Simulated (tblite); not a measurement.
Compound: C8H7O (doublet state).
Geometry (GFN2-xTB, Å), atoms numbered from 1 in this order:
```
atom  x, y, z in Å
C1     1.457    1.967    0.791
C2     1.015    0.821    0.422
C3     1.568   -0.547    0.227
C4     2.899   -1.082    0.404
O5     3.210   -2.233    0.206
C6     0.366   -1.064   -0.167
C7    -0.322    0.208   -0.025
C8    -1.547    0.690   -0.190
C9    -2.710   -0.125   -0.645
H10    1.153    2.970    0.956
H11    3.637   -0.331    0.746
H12    0.046   -2.043   -0.468
H13   -1.741    1.735    0.011
H14   -3.498   -0.097    0.107
H15   -3.118    0.295   -1.564
H16   -2.423   -1.157   -0.822
```

Method: GFN2-xTB as coded in tblite; computed harmonic values from a numerical Hessian at the method's own geometry, unscaled. Errors from tens to a few hundred cm⁻¹ against measured bands are possible. One conformer, not necessarily the lowest. Open shells enter through the occupations alone, without spin polarisation, and single modes of such species can be off by tens of per cent.

Harmonic wavenumbers (cm⁻¹): 74.3, 106.9, 113.3, 138.3, 170.2, 177.5, 279.1, 295.6, 372.5, 397.4, 526.4, 624.7, 628.7, 699.6, 708.0, 777.1, 800.3, 845.9, 891.1, 913.0, 996.2, 1012.8, 1014.4, 1110.2, 1149.0, 1200.0, 1304.4, 1365.5, 1390.3, 1462.9, 1468.8, 1532.1, 1706.1, 1743.4, 1781.8, 2774.5, 2996.7, 3011.9, 3053.0, 3066.8, 3146.9, 3232.7.

A = 3260, B = 1009, C = 774.1 MHz; mass 119.050 u (most abundant isotopes); point group Cs, symmetry number 1; spin multiplicity 2.

**Question.** Zero-point energy?

**Answer.** ½Σν̃ = 25530 cm⁻¹ = 72.99 kcal/mol.

**Question.** What is S at 298.15 K and 1 bar for an ideal gas of classical rigid rotors and harmonic oscillators?

**Answer.** Translation 40.26, rotation 29.22, vibration 26.65, spin (R ln 2) 1.38: S = 97.5 cal/(mol K).

**Question.** And Cp and H(298.15 K) − H(0)?

**Answer.** Cp = 36.09 cal/(mol K), of which vibrations give 28.14 (their classical limit is 42 R = 83.5); H(298.15 K) − H(0) = 6.69 kcal/mol without the zero-point energy, 4.32 from vibrations.

**Question.** What must be added to the electronic energy to get the Gibbs energy at 298.15 K and 1 bar?

**Answer.** ZPE + [H(298.15 K) − H(0)] − T·S = 72.99 + 6.69 − 29.07 = 50.61 kcal/mol.

**Question.** Blend soft modes into free rotors: weight 1/[1 + (100 cm⁻¹/ν̃)⁴] for the oscillator and the rest for a rotor with moment μB/(μ + B), μ = h/(8π²ν), B = 10⁻⁴⁴ kg m². What vibrational entropy results?

**Answer.** 25.49 cal/(mol K) in place of 26.65, which changes −T·S at 298.15 K by +0.35 kcal/mol.

**Question.** How do the functions run with temperature in this model?

**Answer.** 
```json
{"T (K)": "100", "S (cal/(mol K))": "69.3", "Cp (cal/(mol K))": "18.6", "H − H(0) (kcal/mol)": "1.26", "G − H(0) (kcal/mol)": "-5.67", "ln q(vib)": "1.24"}
{"T (K)": "200", "S (cal/(mol K))": "84.9", "Cp (cal/(mol K))": "27.5", "H − H(0) (kcal/mol)": "3.57", "G − H(0) (kcal/mol)": "-13.42", "ln q(vib)": "3.70"}
{"T (K)": "300", "S (cal/(mol K))": "97.7", "Cp (cal/(mol K))": "36.2", "H − H(0) (kcal/mol)": "6.75", "G − H(0) (kcal/mol)": "-22.57", "ln q(vib)": "6.17"}
{"T (K)": "500", "S (cal/(mol K))": "119.9", "Cp (cal/(mol K))": "51.1", "H − H(0) (kcal/mol)": "15.58", "G − H(0) (kcal/mol)": "-44.40", "ln q(vib)": "10.95"}
{"T (K)": "800", "S (cal/(mol K))": "147.3", "Cp (cal/(mol K))": "65.1", "H − H(0) (kcal/mol)": "33.21", "G − H(0) (kcal/mol)": "-84.64", "ln q(vib)": "17.63"}
{"T (K)": "1000", "S (cal/(mol K))": "162.5", "Cp (cal/(mol K))": "71.0", "H − H(0) (kcal/mol)": "46.86", "G − H(0) (kcal/mol)": "-115.66", "ln q(vib)": "21.70"}
```

q(vib) and H(0) count from the zero-point level.

**Question.** Which modes carry the vibrational entropy at 298.15 K?

**Answer.** 74.3 cm⁻¹: 4.04; 106.9 cm⁻¹: 3.32; 113.3 cm⁻¹: 3.21; 138.3 cm⁻¹: 2.83; 170.2 cm⁻¹: 2.43; 177.5 cm⁻¹: 2.35 cal/(mol K); the other 36 give 8.46 together.

Hindered rotation and anharmonicity are outside this model. Other conformers, if any are populated, would add a mixing term that is left out.

Hardware: one thread of an Arm Neoverse V2 (shared host). Cost: 0.48 s of wall time. This covers the Hessian and the dipole derivatives.
